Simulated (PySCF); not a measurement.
SMILES [CH3][Ge]([CH3])([CH3])[SiH2]Cl, GFN2-xTB optimised geometry.

```
17

Si     0.86     0.79     0.00
Cl     0.28     2.72     0.00
Ge    -0.08    -0.28     1.88
C      0.66    -2.12     2.07
C      0.30     0.70     3.56
C     -2.05    -0.45     1.71
H      2.33     0.79     0.00
H      0.43     0.22    -1.28
H      1.74    -2.09     2.21
H      0.23    -2.62     2.94
H      0.45    -2.72     1.20
H      1.37     0.77     3.75
H     -0.16     0.21     4.41
H     -0.09     1.72     3.51
H     -2.33    -1.03     0.84
H     -2.47    -0.94     2.59
H     -2.52     0.53     1.62
```

Density from PBE0/def2-SVP (PySCF) at that geometry.

Minimum of the electron density along straight lines between bonded atoms, close to the bond critical point (lines longer than 1.1 times the sum of covalent radii, or with two minima, are not listed):

```csv
bond,length / Å,ρ at the minimum / e bohr⁻³,∇²ρ there / e bohr⁻⁵,position (fraction from the first atom)
Si1–Cl2,2.018,0.096,0.34,0.37
Si1–Ge3,2.362,0.095,…,0.50
Ge3–C4,1.988,0.121,0.04,0.47
Ge3–C5,1.989,0.121,0.04,0.47
Ge3–C6,1.990,0.121,0.04,0.47
Si1–H7,1.464,0.118,0.32,0.49
Si1–H8,1.464,0.118,0.32,0.49
C4–H9,1.086,0.273,-0.98,0.62
C4–H10,1.087,0.272,-0.98,0.63
C4–H11,1.086,0.273,-0.98,0.62
C5–H12,1.087,0.273,-0.98,0.63
C5–H13,1.087,0.272,-0.98,0.63
C5–H14,1.087,0.273,-0.99,0.63
C6–H15,1.087,0.273,-0.98,0.63
C6–H16,1.087,0.272,-0.98,0.63
C6–H17,1.087,0.273,-0.99,0.63
```

**Question.** Some entries are withheld; supply them.

**Answer.** 
- Si1–Ge3, ∇²ρ there / e bohr⁻⁵: -0.14
